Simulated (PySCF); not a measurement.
# Optical rotation: `C[C@H]1[SiH2][C@@H](F)[Si@@H]1C#N`, C4H8FNSi2

Molfile (atoms numbered from 1):
```
C4H8FNSi2
     RDKit          3D

 16 16  0  0  0  0  0  0  0  0999 V2000
    2.0463   -0.1487   -0.6071 C   0  0  0  0  0  0  0  0  0  0  0  0
    0.7175   -0.4678    0.0709 C   0  0  1  0  0  0  0  0  0  0  0  0
    0.2007    0.6384    1.5708 Si  0  0  0  0  0  4  0  0  0  0  0  0
   -1.5327    0.7874    0.7067 C   0  0  1  0  0  0  0  0  0  0  0  0
   -1.9939    2.0909    0.5411 F   0  0  0  0  0  0  0  0  0  0  0  0
   -0.8896   -0.0590   -0.9125 Si  0  0  2  0  0  4  0  0  0  0  0  0
   -1.8870   -1.5691   -1.3681 C   0  0  0  0  0  0  0  0  0  0  0  0
   -2.4931   -2.5056   -1.6291 N   0  0  0  0  0  0  0  0  0  0  0  0
    2.0843    0.8942   -0.9146 H   0  0  0  0  0  0  0  0  0  0  0  0
    2.1923   -0.7685   -1.4908 H   0  0  0  0  0  0  0  0  0  0  0  0
    2.8774   -0.3296    0.0727 H   0  0  0  0  0  0  0  0  0  0  0  0
    0.7378   -1.5231    0.3574 H   0  0  0  0  0  0  0  0  0  0  0  0
    0.1926   -0.0098    2.8804 H   0  0  0  0  0  0  0  0  0  0  0  0
    0.8795    1.9296    1.5970 H   0  0  0  0  0  0  0  0  0  0  0  0
   -2.3480    0.2585    1.2079 H   0  0  0  0  0  0  0  0  0  0  0  0
   -0.7917    0.7910   -2.0941 H   0  0  0  0  0  0  0  0  0  0  0  0
  1  2  1  0
  2  3  1  0
  3  4  1  0
  4  5  1  0
  4  6  1  0
  6  7  1  0
  7  8  3  0
  6  2  1  0
  1  9  1  0
  1 10  1  0
  1 11  1  0
  2 12  1  1
  3 13  1  0
  3 14  1  0
  4 15  1  1
  6 16  1  6
M  END
```

Theory: PySCF 2.14.0, TDDFT BHandHLYP/def2-SVPD circular dichroism and optical rotation, one conformer, gas phase. Geometry: GFN2-xTB.

Stereocentres: C2 S, C4 R, Si6 R.

Question: What is the specific rotation at 633, 589.3, 546, 436, 405, 365, 355 nm?

Answer: [α] in deg dm⁻¹ (g/mL)⁻¹:
```
λ (nm)  origin-invariant length gauge  modified velocity gauge  length gauge (centre of mass)  isotropic polarisability (au)
   633                          +81.8                    +81.6                          +81.1                          100.6
 589.3                          +96.7                    +96.4                          +95.8                          101.0
   546                         +116.0                   +115.7                         +115.0                          101.5
   436                         +205.8                   +205.4                         +204.1                          103.7
   405                         +252.5                   +252.0                         +250.4                          104.7
   365                         +343.6                   +343.0                         +340.9                          106.5
   355                         +375.0                   +374.3                         +372.0                          107.0
```

Question: And for the mirror image at 589.3 nm?

Answer: -96.7 deg dm⁻¹ (g/mL)⁻¹ (origin-invariant length gauge): the same size and the opposite sign.

Question: What is the molar rotation [Φ] = [α]·M/100 of the geometry above at 589.3 nm?

Answer: With M = 145.28 g/mol, +140.4 deg cm² dmol⁻¹ (origin-invariant length gauge).

The first excitation lies at 6.23 eV (199 nm) with R = +19.9 × 10⁻⁴⁰ esu² cm² (velocity form).
